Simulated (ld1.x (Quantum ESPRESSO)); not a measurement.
# u(r) = r·R(r): atom against pseudo-atom (Cs)

Columns: radius, all-electron u(r) and pseudo u(r) of the 5p shell (level -13.69 eV) of caesium in the configuration [Kr] 4d10 5s2 5p6 5d1 6s0 6p0; PBE, scalar-relativistic, PAW scheme, ld1.x (Quantum ESPRESSO) 7.5.

```csv
r (bohr),all-electron,pseudo
0.222,-0.2548,-0.0088
0.445,0.2646,-0.0345
0.668,0.3445,-0.0748
0.890,-0.0009,-0.1259
1.112,-0.3711,-0.1833
1.335,-0.6258,-0.2423
1.558,-0.7565,-0.2977
1.780,-0.7926,-0.3448
2.002,-0.7677,-0.3804
2.225,-0.7076,-0.4020
2.448,-0.6311,-0.4086
2.670,-0.5505,-0.4007
2.892,-0.4723,-0.3800
3.115,-0.4002,-0.3492
3.338,-0.3361,-0.3115
3.560,-0.2806,-0.2708
3.782,-0.2330,-0.2302
4.005,-0.1926,-0.1922
4.228,-0.1586,-0.1586
4.450,-0.1304,-0.1304
4.672,-0.1069,-0.1069
4.895,-0.0874,-0.0874
5.118,-0.0713,-0.0713
5.340,-0.0582,-0.0582
5.562,-0.0474,-0.0474
5.785,-0.0385,-0.0385
```

(1) How many radial nodes do the two functions have?

(2) At about which radius was the pseudo-wave matched?

(3) Is the pseudo-wave norm-conserving?

Results:

(1) The all-electron 5p function has n − l − 1 = 3 (the table is too coarse to show those close to the nucleus); the pseudo-wave has 0, since the states of the same l below it are removed with the core.

(2) 4.45 bohr. The columns agree to 0.0005 from 4.00 bohr on; several derivatives are matched, so the curves merge somewhat inside the radius.

(3) No, it belongs to a PAW set: the norm inside the radius is not constrained, and the difference is carried by the augmentation charge.
